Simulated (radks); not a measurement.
Initial-state core-level shifts of the vanadium ion V3+ when its valence configuration changes from [Ar] 3d2. Method: non-relativistic Kohn-Sham, SCAN, spin-polarised, spherical densities, point nucleus; open shells are filled with parallel spins first; meta-GGA in the generalised Kohn-Sham scheme; computed with a radial shooting solver on a logarithmic mesh with Libxc functionals. Shifts are changes of the shell-averaged eigenvalues in eV (positive: less bound); the change of the density at the nucleus, which sets a Mossbauer isomer shift, is in e/bohr^3, on a base of 8176.

valence               1s       2s       2p       3p  density at nucleus
3d1 4p1           -9.893  -11.103  -11.037   -8.491             +2.5266
4p2              -20.419  -22.989  -22.864  -17.077             +5.4993
3d1.5 4p0.5       -4.885   -5.472   -5.441   -4.243             +1.2124
3d0.5 4s0.5 4p1  -14.556  -16.424  -16.329  -12.284             +7.6136
4s1 4p1          -19.404  -21.957  -21.843  -16.120            +13.2561
